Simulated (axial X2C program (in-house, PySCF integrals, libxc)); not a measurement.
CdSb: properties at the nuclei

Calculated with an axial X2C code built on PySCF integrals: two-component X2C with atomic mean-field Coulomb and Gaunt terms, Gaussian nuclei, basis Sb dyall-cv3z, Cd dyall-cv3z with contracted cores.

R = 2.991 Å (near the PBE0 minimum at charge 0 of the determinant lowest at the starting distance; the state shown can have its own minimum elsewhere).

Determinant lowest in the PBE0 search, Ω = 3/2 (⟨Sz⟩ = 1.43, ⟨Lz⟩ = 0.07 at PBE0), spin on the atoms Sb 1.24, Cd 0.19:

```json
{"level": "PBE0", "Eeff magnitude (GV/cm)": "10.2", "Ws magnitude Sb (kHz)": "1.03", "Ws magnitude Cd (kHz)": "2.82", "A∥/gI Sb (MHz)": "-387", "qzz Sb (a.u.)": "-1.29", "A∥/gI Cd (MHz)": "659", "qzz Cd (a.u.)": "-1.27", "μ (D)": "0.64"}
{"level": "HF", "Eeff magnitude (GV/cm)": "17.1", "Ws magnitude Sb (kHz)": "1.8", "Ws magnitude Cd (kHz)": "4.64", "A∥/gI Sb (MHz)": "-520", "qzz Sb (a.u.)": "-1.74", "A∥/gI Cd (MHz)": "550", "qzz Cd (a.u.)": "-1.98", "μ (D)": "0.85"}
{"level": "PBE", "Eeff magnitude (GV/cm)": "8.33", "Ws magnitude Sb (kHz)": "0.978", "Ws magnitude Cd (kHz)": "2.17", "A∥/gI Sb (MHz)": "-302", "qzz Sb (a.u.)": "-0.97", "A∥/gI Cd (MHz)": "595", "qzz Cd (a.u.)": "-1.07", "μ (D)": "0.60"}
{"level": "r2SCAN", "Eeff magnitude (GV/cm)": "12.5", "Ws magnitude Sb (kHz)": "1.37", "Ws magnitude Cd (kHz)": "3.32", "A∥/gI Sb (MHz)": "-545", "qzz Sb (a.u.)": "-1.83", "A∥/gI Cd (MHz)": "692", "qzz Cd (a.u.)": "-1.43", "μ (D)": "0.56"}
{"level": "LDA", "Eeff magnitude (GV/cm)": "6.64", "Ws magnitude Sb (kHz)": "0.881", "Ws magnitude Cd (kHz)": "1.61", "A∥/gI Sb (MHz)": "-57.2", "qzz Sb (a.u.)": "0.30", "A∥/gI Cd (MHz)": "510", "qzz Cd (a.u.)": "-0.89", "μ (D)": "0.88"}
```

Determinant 0.65 eV from it at PBE0 and this distance, Ω = 1/2 (⟨Sz⟩ = 0.48, ⟨Lz⟩ = 0.02 at PBE0), spin on the atoms Sb 0.26, Cd 0.22:

```json
{"level": "PBE0", "Eeff magnitude (GV/cm)": "11.3", "Ws magnitude Sb (kHz)": "2.43", "Ws magnitude Cd (kHz)": "10.3", "A∥/gI Sb (MHz)": "202", "qzz Sb (a.u.)": "-1.92", "A∥/gI Cd (MHz)": "2610", "qzz Cd (a.u.)": "-1.53", "μ (D)": "0.56"}
{"level": "HF", "Eeff magnitude (GV/cm)": "16.5", "Ws magnitude Sb (kHz)": "3.68", "Ws magnitude Cd (kHz)": "15", "A∥/gI Sb (MHz)": "36.9", "qzz Sb (a.u.)": "-2.32", "A∥/gI Cd (MHz)": "2360", "qzz Cd (a.u.)": "-2.25", "μ (D)": "0.97"}
{"level": "PBE", "Eeff magnitude (GV/cm)": "9.6", "Ws magnitude Sb (kHz)": "2.15", "Ws magnitude Cd (kHz)": "8.69", "A∥/gI Sb (MHz)": "265", "qzz Sb (a.u.)": "-1.89", "A∥/gI Cd (MHz)": "2550", "qzz Cd (a.u.)": "-1.33", "μ (D)": "0.36"}
{"level": "r2SCAN", "Eeff magnitude (GV/cm)": "12", "Ws magnitude Sb (kHz)": "2.91", "Ws magnitude Cd (kHz)": "10.6", "A∥/gI Sb (MHz)": "280", "qzz Sb (a.u.)": "-1.92", "A∥/gI Cd (MHz)": "2580", "qzz Cd (a.u.)": "-1.55", "μ (D)": "0.50"}
{"level": "LDA", "Eeff magnitude (GV/cm)": "9.29", "Ws magnitude Sb (kHz)": "1.97", "Ws magnitude Cd (kHz)": "8.44", "A∥/gI Sb (MHz)": "324", "qzz Sb (a.u.)": "-1.90", "A∥/gI Cd (MHz)": "2660", "qzz Cd (a.u.)": "-1.31", "μ (D)": "0.30"}
```

Eeff is the effective electric field on the electron electric dipole moment in this Ω state and Ws the scalar–pseudoscalar constant of the nucleus named (defined with the proton number Z and per Ω); A∥ (defined per Ω) follows by multiplying with gI = μI/(I μN); qzz is the electric field gradient, eQq0 = 234.96 MHz × Q/barn × qzz; μ is positive if the Cd end (last atom) is positive. The operators were transformed with the bare-nucleus X2C matrices; with these basis sets, hyperfine constants and field gradients can be off by tens of per cent, and where levels differ in sign neither size nor sign is settled.

(1) With gI(111Cd) = -1.1898 (g factors from the IAEA table of nuclear moments by Stone), turn the PBE0 values of the first state into constants in MHz.

Each state is one determinant with collinear spin, which with several unpaired electrons need not be a pure state. Unrestricted Hartree–Fock can overshoot spin polarisation at the nuclei. This is the top spin component of a Σ state; components of lower Ω are not single determinants and can lie lower. With several open shells hyperfine constants can be off by a factor of several. Where Eeff spreads by more than a factor of two the levels disagree and none is to be relied on. States lie within half an eV, so the first need not be the ground state. Further determinants of the search, some of them spin-mixed, are not shown. Where a field gradient or hyperfine factor spreads by more than a factor of two over the levels, a constant derived from it is not to be relied on. PBE0 term energies can be off by some tenths of an eV.

## Answers

(1) A∥(111Cd) = 659 × -1.1898 = -784 MHz.
